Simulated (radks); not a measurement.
The numbers below are computed, except where a source is named.
Spherical jellium clusters: N electrons in a uniform positive sphere of charge N and radius rs N^(1/3), rs = 5.65 bohr. Level of theory: non-relativistic Kohn-Sham, LDA (Slater exchange, Perdew-Wang correlation), spin-polarised, spherical densities (a radial shooting solver with Libxc functionals). Levels are named by radial order and angular momentum (1s, 1p, 1d, 2s, ...), and open shells are averaged over m.

N = 11, configuration 1s2 1p6 1d(up 3, down 0). This is the lowest configuration that the search found. Occupied and some empty levels:

level,occupation,eigenvalue (eV),<r> (bohr)
1s up,1,-3.3365,8.248
1s down,1,-3.1560,7.963
1p up,3,-2.8203,9.512
1p down,3,-2.6006,9.456
1d up,3,-2.1321,10.53
1d down,0,-1.9040,10.60
2s up,0,-1.6792,8.965
2s down,0,-1.5781,9.143
1f up,0,-1.3254,11.52
1f down,0,-1.1093,11.72
2p up,0,-0.88468,11.59
2p down,0,-0.77764,11.85

Energy (eV): total -18.7780, kinetic 10.761, external -312.64, Hartree 155.83, exchange-correlation -29.942, background 157.22.
